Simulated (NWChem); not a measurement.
System: NH3TeS; SMILES N[Te]S

Input file for NWChem:

```
start job
memory heap 200 mb stack 900 mb global 1100 mb
geometry units angstroms noautosym nocenter noautoz
  Te     0.274951    -0.394684    -0.015194
  N     -1.626932    -1.077269    -0.040148
  H     -1.898788    -1.597332     0.788494
  H     -1.889415    -1.560260    -0.893884
  S     -0.126665     1.987807    -0.039735
  H     -0.239926     2.156564     1.297532
end
basis spherical
  * library def2-svpd
end
ecp
  Te library def2-ecp
end
dft
  xc b3lyp
  iterations 150
end
property
  response 1 0.0
end
task dft property
```

Parts of the log:

```
             Northwest Computational Chemistry Package (NWChem) 7.3.0
             --------------------------------------------------------

                             Geometry "geometry" -> ""
                             -------------------------

 Output coordinates in angstroms (scale by  1.889725989 to convert to a.u.)

  No.       Tag          Charge          X              Y              Z
 ---- ---------------- ---------- -------------- -------------- --------------
    1 Te                  52.0000     0.27495100    -0.39468400    -0.01519400
    2 N                    7.0000    -1.62693200    -1.07726900    -0.04014800
    3 H                    1.0000    -1.89878800    -1.59733200     0.78849400
    4 H                    1.0000    -1.88941500    -1.56026000    -0.89388400
    5 S                   16.0000    -0.12666500     1.98780700    -0.03973500
    6 H                    1.0000    -0.23992600     2.15656400     1.29753200

 Effective nuclear repulsion energy (a.u.)     344.6800462258

                                 NWChem DFT Module
                                 -----------------

 Summary of "ao basis" -> "ao basis" (spherical)
 ------------------------------------------------------------------------------
       Tag                 Description            Shells   Functions and Types
 ---------------- ------------------------------  ------  ---------------------
 Te                        def2-svpd                13       35   5s5p3d
 N                         def2-svpd                 8       20   4s2p2d
 H                         def2-svpd                 4        8   2s2p
 S                         def2-svpd                11       27   5s4p2d

            General Information
            -------------------
          SCF calculation type: DFT
          Wavefunction type:  closed shell.
          No. of atoms     :     6
          No. of electrons :    50
           Alpha electrons :    25
            Beta electrons :    25
          Charge           :     0
          Spin multiplicity:     1
          Use of symmetry is: off; symmetry adaption is: off
          Maximum number of iterations: 150
          AO basis - number of functions:   106
                     number of shells:    44
          Convergence on energy requested:  1.00D-06
          Convergence on density requested:  1.00D-05
          Convergence on gradient requested:  5.00D-04

              XC Information
              --------------
                         B3LYP Method XC Potential
                     Hartree-Fock (Exact) Exchange  0.200
                        Slater Exchange Functional  0.800 local
                    Becke 1988 Exchange Functional  0.720 non-local
              Lee-Yang-Parr Correlation Functional  0.810
                  VWN I RPA Correlation Functional  0.190 local

             Grid Information
             ----------------
          Grid used for XC integration:  medium
          Radial quadrature: Mura-Knowles
          Angular quadrature: Lebedev.
          Tag              B.-S. Rad. Rad. Pts. Rad. Cut. Ang. Pts.
          ---              ---------- --------- --------- ---------
          Te                  1.40      123          12.0       590
          N                   0.65       49          12.0       434
          H                   0.35       45          13.0       434
          S                   1.00       88          13.0       590
          Grid pruning is: on
          Number of quadrature shells:   395
          Spatial weights used:  Erf1

      Superposition of Atomic Density Guess
      -------------------------------------

 Sum of atomic energies:        -764.31568790

      Non-variational initial energy
      ------------------------------

 Total energy =    -720.788593
 1-e energy   =   -1447.304378
 2-e energy   =     547.710693
 HOMO         =      -0.225945
 LUMO         =      -0.033811

   convergence    iter        energy       DeltaE   RMS-Dens  Diis-err
 ---------------- ----- ----------------- --------- --------- ---------
 d= 0,ls=0.0,diis     1   -722.6784591284 -9.01D+02  1.47D-02  3.31D-01
 d= 0,ls=0.0,diis     2   -722.6884414473 -9.98D-03  6.51D-03  2.23D-01
 d= 0,ls=0.0,diis     3   -722.7075755050 -1.91D-02  2.33D-03  9.25D-02
 d= 0,ls=0.0,diis     4   -722.7182616453 -1.07D-02  7.04D-04  4.69D-03
 d= 0,ls=0.0,diis     5   -722.7188911115 -6.29D-04  2.53D-04  3.67D-04
  Resetting Diis
 d= 0,ls=0.0,diis     6   -722.7189506235 -5.95D-05  6.79D-05  2.86D-05
 d= 0,ls=0.0,diis     7   -722.7189557556 -5.13D-06  2.18D-05  1.24D-06
 d= 0,ls=0.0,diis     8   -722.7189556924  6.32D-08  1.37D-05  1.51D-06
 d= 0,ls=0.0,diis     9   -722.7189559492 -2.57D-07  3.35D-06  1.13D-07

         Total DFT energy =     -722.718955949151
      One electron energy =    -1449.326088392246
           Coulomb energy =      602.367209505213
    Exchange-Corr. energy =      -54.565169745731
 Nuclear repulsion energy =      178.805092683613

 Numeric. integr. density =       50.000007052355

                       DFT Final Molecular Orbital Analysis
                       ------------------------------------

 Vector   23  Occ=2.000000D+00  E=-2.710201D-01
              MO Center= -1.1D+00, -3.9D-01, -4.1D-02, r^2= 3.5D+00
   Bfn.  Coefficient  Atom+Function         Bfn.  Coefficient  Atom+Function
  ----- ------------  ---------------      ----- ------------  ---------------
    39      0.457548  2 N  s                 41     -0.377837  2 N  py
    40      0.317071  2 N  px                84      0.280637  5 S  py
    44      0.241430  2 N  py                43     -0.235761  2 N  px
    81      0.210132  5 S  py                12      0.195510  1 Te px
    15      0.186938  1 Te px                65     -0.186247  4 H  s

 Vector   24  Occ=2.000000D+00  E=-2.663056D-01
              MO Center= -1.5D-01,  1.7D+00, -6.9D-03, r^2= 2.3D+00
   Bfn.  Coefficient  Atom+Function         Bfn.  Coefficient  Atom+Function
  ----- ------------  ---------------      ----- ------------  ---------------
    83      0.575534  5 S  px                80      0.444165  5 S  px
    77      0.248428  5 S  px                 4     -0.135700  1 Te s
    40     -0.113980  2 N  px                86      0.097496  5 S  px
     3     -0.094252  1 Te s                 39      0.092134  2 N  s
    43      0.091113  2 N  px                38      0.088984  2 N  s

 Vector   25  Occ=2.000000D+00  E=-2.290159D-01
              MO Center=  2.2D-01, -2.7D-01,  5.7D-03, r^2= 2.8D+00
   Bfn.  Coefficient  Atom+Function         Bfn.  Coefficient  Atom+Function
  ----- ------------  ---------------      ----- ------------  ---------------
    14      0.603933  1 Te pz                17      0.504414  1 Te pz
    11     -0.232144  1 Te pz                 8     -0.180876  1 Te pz
    99     -0.119646  6 H  s                 64      0.087844  4 H  s
    56     -0.086578  3 H  s                 57     -0.086168  3 H  s
    75      0.079373  5 S  s                 42      0.078430  2 N  pz

 Vector   26  Occ=0.000000D+00  E=-6.648112D-02
              MO Center=  1.6D-01,  2.7D-01,  1.7D-02, r^2= 5.8D+00
   Bfn.  Coefficient  Atom+Function         Bfn.  Coefficient  Atom+Function
  ----- ------------  ---------------      ----- ------------  ---------------
    16      0.498461  1 Te py                13      0.449963  1 Te py
    84      0.444169  5 S  py                 4      0.298772  1 Te s
     3      0.270622  1 Te s                 81      0.266599  5 S  py
    74     -0.215733  5 S  s                 75     -0.212624  5 S  s
    87      0.213034  5 S  py                39     -0.209531  2 N  s

 Vector   27  Occ=0.000000D+00  E=-4.609517D-02
              MO Center= -1.8D-01, -6.5D-01, -9.0D-03, r^2= 6.4D+00
   Bfn.  Coefficient  Atom+Function         Bfn.  Coefficient  Atom+Function
  ----- ------------  ---------------      ----- ------------  ---------------
    15      0.579472  1 Te px                18      0.439481  1 Te px
    38      0.362791  2 N  s                 12      0.355689  1 Te px
    37      0.252688  2 N  s                  5     -0.249700  1 Te s
    43      0.232345  2 N  px                40     -0.229323  2 N  px
     3     -0.213430  1 Te s                 19      0.196168  1 Te py

 Vector   28  Occ=0.000000D+00  E=-4.795890D-03
              MO Center=  3.3D-02,  1.0D+00,  8.1D-01, r^2= 8.3D+00
   Bfn.  Coefficient  Atom+Function         Bfn.  Coefficient  Atom+Function
  ----- ------------  ---------------      ----- ------------  ---------------
     5      1.674070  1 Te s                 39     -0.611375  2 N  s
     4     -0.523855  1 Te s                 87      0.313484  5 S  py
   106      0.242056  6 H  pz                74     -0.224345  5 S  s
     3     -0.222763  1 Te s                 19      0.211790  1 Te py
    15     -0.172845  1 Te px                20      0.171116  1 Te pz

     Multipole analysis of the density
     ---------------------------------

     L   x y z        total         alpha         beta         nuclear
     -   - - -        -----         -----         ----         -------
     0   0 0 0      0.000000    -25.000000    -25.000000     50.000000

     1   1 0 0     -0.097286     10.197894     10.197894    -20.493075
     1   0 1 0     -0.811437    -13.435932    -13.435932     26.060427
     1   0 0 1      0.283743      0.226257      0.226257     -0.168771

     2   2 0 0    -35.060617    -67.225706    -67.225706     99.390794
     2   1 1 0      1.856102    -18.889646    -18.889646     39.635393
     2   1 0 1     -0.223142     -0.679220     -0.679220      1.135297
     2   0 2 0    -33.266959   -167.905275   -167.905275    302.543591
     2   0 1 1      1.592361     -2.982582     -2.982582      7.557524
     2   0 0 2    -34.038342    -22.637216    -22.637216     11.236090

 *** CALLING NEW AORESP DRIVER FOR CLOSED AND OPEN SHELLS ***
 Entering AOResponse driver routine

--------------------------------------------------------------------------------

          -----------------------------------------------
          Solving response equations for perturbing field
          -----------------------------------------------

 number of frequencies:     1
 frequency in a.u.:  0.0000000E+00
 Perturbing field: electric
 Using El. Dipole Length Gauge

 Setting up CPKS with frequency omega =      0.00000000 a.u.

 STATIC response

                                NWChem CPHF Module
                                ------------------

  scftype          =     RHF
  nclosed          =       25
  nopen            =        0
  variables        =     2025
  # of vectors     =        3
  tolerance        = 0.10D-03
  level shift      = 0.00D+00
  max iterations   =       50
  max subspace     =       30

 SCF residual:    8.3600564738108070E-005

Iterative solution of linear equations
  No. of variables     2025
  No. of equations        3
  Maximum subspace       30
        Iterations       50
       Convergence  1.0D-04

   iter   nsub   residual    time
   ----  ------  --------  ---------
     1      3    7.24D+00      22.0
     2      6    2.88D+00      28.2
     3      9    7.19D-01      36.0
     4     12    4.81D-02      42.0
     5     15    9.59D-03      48.4
     6     18    1.79D-03      54.4
     7     21    2.79D-04      60.6
     8     24    2.91D-05      68.8

 Electric Dipole Response Matrix (nonzero elements):

              1        2        3
    1   69.1408   3.9240   0.1382
    2    3.9240  95.6159   1.6592
    3    0.1382   1.6592  61.6607

 ------------------------------------------
 average:        75.47248 + I       0.00000

 DFT Linear Response polarizability / au
 Frequency  =       0.0000000 / au
              X              Y              Z
 -----------------------------------------------
 X      69.1407578      3.9239613      0.1381964
 Y       3.9239941     95.6159447      1.6591910
 Z       0.1381788      1.6592187     61.6607430
 -----------------------------------------------
 Eigenvalues =      68.5728885     96.2650918     61.5794653
 Isotropic   =      75.4724818
 Anisotropic =      31.7715185
 -----------------------------------------------

 Magnetic Dipole Response Matrix (nonzero elements):

 Exiting AOResponse driver routine
```

Level: B3LYP/def2-SVPD with def2 effective core potentials on Te. All runs use the structure optimised with PBE0/def2-SVP. No frequency run checked for a minimum. def2 effective core potentials on Te; no spin-orbit coupling.
